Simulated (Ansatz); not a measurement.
A nudged elastic band was laid between two geometries of Cl₂F₃H₄SiTa (11 atoms, charge 0, multiplicity 1).

Level of theory: Ansatz 0.2.0, RKS PBE/def2-SVP.

```json
{
 "movable images": "9",
 "climbing image": "yes",
 "spring": "5.0 eV/Å²",
 "optimiser": "quadratic models (default)",
 "start path": "through a guess of the saddle point",
 "force threshold": "0.03 eV/Å",
 "iteration limit": "60",
 "end points": "relaxed"
}
```

Initial state:

```xyz
11
Properties=species:S:1:pos:R:3
Ta 0.056 0.228 -0.006
Cl 2.190 1.193 0.003
F 0.553 -0.732 1.544
F 0.041 0.437 -1.885
F -0.921 1.675 0.634
Cl -1.700 -1.320 -0.273
Si 1.330 -2.837 -1.382
H 0.795 -3.785 -0.356
H 0.462 -2.761 -2.597
H 2.755 -3.142 -1.734
H 1.388 -1.447 -0.750
```

Final state:

```xyz
11
Properties=species:S:1:pos:R:3
Ta -0.564 -0.579 -0.194
Cl 3.310 0.333 -0.627
F -0.976 -1.824 1.170
F 0.268 0.412 -1.606
F 0.038 0.669 1.068
Cl -2.585 -0.772 -1.272
Si 1.092 -2.540 -0.900
H 1.981 -2.878 0.265
H 0.180 -3.713 -1.173
H 1.897 -2.245 -2.132
H 2.309 0.648 -1.401
```

**Question.** What changes between the two ends?

**Answer.** Bonds broken: Ta1–Cl2, Ta1–H11, Si7–H11. Bonds formed: Ta1–Si7, Cl2–H11. Cl2F3H4SiTa becomes ClF3H3SiTa + ClH.

**Question.** Give the energies along the band, and the barrier.

**Answer.** The forces met the threshold. The highest image is number 4 of 0 to 10, 38.0 kcal/mol above the first end and 7.0 kcal/mol above the last; the last end lies 31.0 kcal/mol above the first. A vibrational analysis at the climbing image gives one clearly imaginary mode, 360i cm⁻¹: a first-order saddle point. The orbitals stay closed-shell, which can raise the energy where a bond breaks towards radicals; this wasn't checked here.

```
image  path coordinate (Å)  energy (kcal/mol)  Ta1–Cl2 (Å)  Ta1–H11 (Å)  Si7–H11 (Å)
    0                 0.00                0.0         2.34         2.27         1.53
    1                 0.55                1.1         2.35         2.14         1.52
    2                 1.10                7.8         2.38         2.04         1.53
    3                 1.65               26.8         2.50         2.05         1.68
    4                 2.19               38.0         2.73         2.33         2.02
    5                 3.11               32.9         2.93         3.17         2.50
    6                 4.03               32.6         3.07         3.37         2.63
    7                 4.94               32.3         3.45         3.78         2.93
    8                 5.86               31.9         3.71         3.87         3.39
    9                 6.77               31.5         3.77         3.54         3.48
   10                 7.69               31.0         4.00         3.35         3.45
```

**Question.** What is the geometry of the highest image?

**Answer.** 
```xyz
11
Properties=species:S:1:pos:R:3
Ta -0.194 -0.270 -0.168
Cl 2.414 0.539 -0.284
F 0.331 -1.018 1.491
F -0.210 0.233 -1.994
F -0.271 1.501 0.479
Cl -2.247 -1.278 -0.206
Si 1.146 -2.520 -1.199
H 0.986 -3.607 -0.173
H 0.374 -2.834 -2.452
H 2.609 -2.473 -1.583
H 2.012 -0.762 -0.714
```

**Question.** What are the harmonic wavenumbers there?

**Answer.** 360i, 46, 74, 84, 125, 133, 165, 177, 184, 201, 210, 228, 262, 401, 402, 517, 651, 657, 661, 666, 818, 881, 889, 1623, 2125, 2157, 2178 cm⁻¹.

The band took 25 iterations and of the order of 40 core-minutes.

Time of the run: 9.2 min on 4 threads of Arm Neoverse V1 (shared host), peak memory 0.24 GiB.
